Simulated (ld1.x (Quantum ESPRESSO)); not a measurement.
Building the TM semilocal potential for Ho (Z = 67) (PBEsol, scalar-relativistic).

holmium, norm-conserving Troullier–Martins (semilocal form), made with ld1.x (Quantum ESPRESSO) 7.5 (PBEsol, scalar-relativistic). Core [Xe], reference 4f11 5d0 6s0 6p0 (charge +2). Waves: 6s (bound, empty): rc 3.04 bohr; 5d (bound, empty): rc 2.25 bohr; 4f (bound): rc 0.65 bohr; 6p (bound, empty): rc 3.10 bohr. Local part: the p channel. Core correction: a·sin(br)/r model core inside 0.55 bohr.

All-electron outer shells of the reference configuration (PBEsol, scalar-relativistic, ld1.x):

```tsv
shell	level (eV)	outermost node (bohr)	outermost maximum (bohr)
5s	-64.71	0.61	1.14
5p	-40.11	0.66	1.29
4f	-17.31	–	0.53
6s	-14.51	1.52	2.99
5d	-13.45	0.75	1.91
6p	-10.06	1.83	3.74
```

Calculated quality:

```
Largest excitation error : -1141 meV (all-electron minus pseudo) for 4f10 5d0 6s0 6p0, out of 7 test configurations
```

A Bessel basis up to 400 Ry misses an occupied level by 0.14 Ry, so cutoffs and ghosts were not judged.

Generation and tests took about 1.5 s on one core of a shared server CPU.
